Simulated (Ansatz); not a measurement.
Ansatz (a first-principles code) input:

Ansatz 0.2 input:
```yaml
crystal:
  periodic: [false, false, false]
  atoms:
    - {symbol: Sn, position_ang: [-0.03075112, 0.00813358, 0.01617846]}
    - {symbol: H, position_ang: [-0.52910666, 1.41107011, -1.20943496]}
    - {symbol: H, position_ang: [0.32364120, -1.15571194, -1.27742072]}
    - {symbol: H, position_ang: [0.13402966, -1.30657346, 1.41728878]}
    - {symbol: H, position_ang: [1.60899190, 0.64453646, 0.26064385]}
basis:
  gaussian:
    orbitals: def2-TZVPD
hamiltonian:
  xc: {name: B2PLYP}
total_charge: -1
magnetization: {spin_polarized: true, initial_magnetization: 1}
correlation: {electrons: outside_noble_gas}
```

Predict the final energy.

-216.34781 Eh (B2PLYP/def2-TZVPD). The basis has 92 functions.
